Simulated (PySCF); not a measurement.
Level of theory: PBE-D3(BJ)/def2-TZVP // PBE0-D3(BJ)/def2-TZVP run with PySCF. Gas-phase values, no solvent. One relaxed conformer stands for a flexible species; it need not be the lowest. 

Reference species (SMILES): `C[SiH2][SiH2]C` (C–Si–Si–C torsion 180°) (neutral, multiplicity 1).

The HOMO–LUMO gap is 5.84 eV and the LUMO is -0.73 eV.

Changed species: `CC([SiH3])[SiH3]`.

Q: Give the shifts of the HOMO–LUMO gap and LUMO.

A: the HOMO–LUMO gap rises by 0.74 eV, to 6.58 eV; the LUMO rises by 0.23 eV, to -0.50 eV.
